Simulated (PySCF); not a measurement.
Compound: H3SiCF3.
Numbering: `[F:1][C:2]([F:3])([F:4])[SiH3:5]` (hydrogens: H6, H7, H8 on Si5)

Computed by this run: PBE0-D3(BJ)/def2-TZVP geometry optimisation, gas phase (PySCF 2.14.0); density fitting, grid level 2; the optimiser is geomeTRIC in internal coordinates, started from a GFN2-xTB structure with every atom displaced at random (about 0.01 Å).

Step 1: E = -17105.9964 eV
```
atom  x, y, z in Å  |  force x, y, z in eV/Å
F1      1.0972   -0.0723   -1.4754    0.256  -0.131  -0.231
C2      0.9412   -0.0694   -0.1407   -0.462   0.064   0.075
F3      1.6737    0.9478    0.3307    0.124  -0.022   0.139
F4      1.4638   -1.2123    0.3335    0.145   0.085  -0.017
Si5    -0.9541    0.0784    0.2033   -0.044  -0.022  -0.231
H6     -1.4009    1.2659   -0.5615   -0.019   0.033   0.094
H7     -1.5254   -1.1517   -0.3918   -0.050  -0.011   0.080
H8     -1.2505    0.1919    1.6442    0.050   0.004   0.092
```

Step 2: E = -17106.0147 eV
```
atom  x, y, z in Å  |  force x, y, z in eV/Å
F1      1.1473   -0.0872   -1.4833    0.027   0.019  -0.022
C2      0.9361   -0.0676   -0.1513    0.051  -0.054  -0.092
F3      1.6664    0.9428    0.3431   -0.070   0.140   0.043
F4      1.4710   -1.1975    0.3386   -0.062  -0.113   0.069
Si5    -0.9645    0.0770    0.1875    0.010  -0.011  -0.094
H6     -1.4277    1.2751   -0.5486   -0.001   0.021   0.046
H7     -1.5610   -1.1520   -0.3841   -0.012   0.001   0.039
H8     -1.2225    0.1876    1.6405    0.058  -0.003   0.010
```

Q: Estimate the geometry and energy of step 3. (The exact step hangs on the optimiser's Hessian estimate; all steps are aligned on step 2, rigid shifts and turns removed.)

A: E = -17106.0229 eV, largest force 0.170 eV/Å
```
atom  x, y, z in Å  |  force x, y, z in eV/Å
F1      1.1840   -0.0943   -1.4886    0.007   0.029   0.151
C2      0.9335   -0.0698   -0.1610    0.065  -0.056  -0.147
F3      1.6381    0.9520    0.3534   -0.053   0.036  -0.027
F4      1.4587   -1.1964    0.3521   -0.046  -0.014   0.007
Si5    -0.9662    0.0742    0.1700    0.006  -0.002   0.030
H6     -1.4407    1.2841   -0.5376    0.001   0.009   0.006
H7     -1.5860   -1.1530   -0.3784   -0.003   0.003   0.000
H8     -1.1765    0.1814    1.6326    0.023  -0.005  -0.020
```

The energy changes by -0.0082 eV. The first-order estimate −F·Δx gives -0.0127 eV and the mean of the old and new forces, exact on a quadratic surface, -0.0082 eV. The step makes an angle of 56° with the force vector and moves no atom by more than 0.047 Å.

The cost below is that of the whole optimisation. On one thread, Arm Neoverse N1 (aarch64), shared host, this took 1.8 min of wall time and 0.71 GiB of memory at its peak.
